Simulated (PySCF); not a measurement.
## Excitation energy of P by level of theory

P [Ne] 3s2 3p3 (4S) → P [Ne] 3s1 3p3 4s1 (6S), as a difference of total energies. All numbers are calculated (PySCF 2.14, the spin-free X2C one-electron Hamiltonian (Gaussian nucleus), in aug-cc-pCVTZ-DK (8s7p5d3f, 75 functions)). Correlated levels: valence: [Ne] frozen. The calculations carry no spin-orbit coupling.

```
           method  excitation energy (eV)
              UHF                  10.764
    MP2 (valence)                  12.214
SCS-MP2 (valence)                  12.704
   CCSD (valence)                  12.407
CCSD(T) (valence)                  12.492
```

Q: How much does correlation contribute at CCSD(T) (valence)?

A: 12.492 − (10.764) = 1.728 eV, measured against UHF.

The upper state lies above the first ionisation limit, but in LS coupling its spin forbids autoionisation to the ground ion. A Rydberg-like electron needs more diffuse functions than a valence basis has.

The promoted electron is Rydberg-like, and one or two diffuse shells describe it only roughly, which tends to raise the upper state.
